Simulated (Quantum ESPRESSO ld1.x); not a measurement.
Results of a calculation; reference values are marked as such.
All-electron atom: N3+ in [He] 2s2.

Level of theory: Dirac Kohn-Sham, Slater X-alpha with alpha = 1, spin-unpolarised, spherical densities, point nucleus (ld1.x of Quantum ESPRESSO 7.5).

Energy parts (eV):
part               energy
total             -1434.4
kinetic            1436.2
electron-nucleus  -3086.5
Hartree             402.1
exchange           -186.3

Orbitals (lengths in bohr, moments of r in powers of bohr):
orbital	occ.	eigenvalue (eV)	<r^4>	small-component weight
1s1/2	2	-473.963	0.01218	6.04e-04
2s1/2	2	-73.210	3.079	9.73e-05
2p1/2	0	-62.371	2.768	8.91e-05
2p3/2	0	-62.328	2.775	8.91e-05
3s1/2	0	-23.101	114.9	3.19e-05

The highest occupied level is 2s1/2 at -73.210 eV. The density falls to 0.001 e/bohr^3 at r = 2.35 bohr. For comparison, the ionisation energy in NIST's Atomic Spectra Database is 77.474 eV (measured). In exact Kohn-Sham theory the highest level is minus the ionisation energy, but local and semilocal functionals leave it too shallow, through self-interaction and a potential that decays too fast; potentials with the right tail come closer. Summed over all electrons, <r^2> = 2.823 bohr^2, which gives a Langevin (diamagnetic) susceptibility term of -2.24 x 10^-6 cm^3/mol.
